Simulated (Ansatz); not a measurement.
Geometry optimisation, Ansatz 0.2.0, RKS PBE/def2-SVP.

The input (input.yaml):

```yaml
crystal:
  periodic: [false, false, false]
  atoms:
    - { symbol: Sn, position_ang: [-0.044537, 0.234963, -0.061919] }
    - { symbol: Cl, position_ang: [-0.096141, 0.305216, 2.337198] }
    - { symbol: Cl, position_ang: [2.117534, 0.459749, -0.945895] }
    - { symbol: H, position_ang: [-0.975504, 1.584072, -0.595599] }
    - { symbol: Cl, position_ang: [-1.167351, -1.71513, -0.814519] }
    - { symbol: O, position_ang: [1.399039, -2.301561, 1.128945] }
    - { symbol: H, position_ang: [0.641726, -2.829414, 0.805347] }
    - { symbol: H, position_ang: [1.067333, -1.961396, 1.998942] }
basis:
  gaussian: { orbitals: def2-SVP }
hamiltonian:
  xc: pbe
relax:
  f_tol: 0.03
  max_steps: 50
```

Run as:

```bash
$ ansatz run input.yaml --threads 4 --pin off --max-ram 5120MiB --backend cpu --events-out ev --progress --plain --runs-dir out
```

Where does it end, and by what steps?

The forces met the threshold. After 7 steps the energy has fallen by 0.164 eV; O6 moved furthest, 0.41 Å.

```tsv
step	energy less start (eV)	largest force component (eV/Å)	accepted
0	0.0000	0.500	yes
1	-0.0336	0.941	yes
2	-0.0813	1.280	yes
3	-0.1244	0.839	yes
4	-0.1589	0.201	yes
5	-0.1625	0.118	yes
6	-0.1635	0.098	yes
7	-0.1640	0.008	yes
```

```xyz
8
Properties=species:S:1:pos:R:3
Sn 0.085 0.013 0.057
Cl -0.078 0.302 2.444
Cl 2.203 0.393 -0.919
H -0.872 1.346 -0.491
Cl -1.191 -1.839 -0.808
O 1.220 -1.971 0.975
H 0.573 -2.647 0.672
H 1.002 -1.819 1.923
```

Whether the end is a true minimum wasn't checked by a vibrational analysis.

Time of the run: 11 s on 4 threads of Arm Neoverse V2 (shared host), peak memory 0.17 GiB.
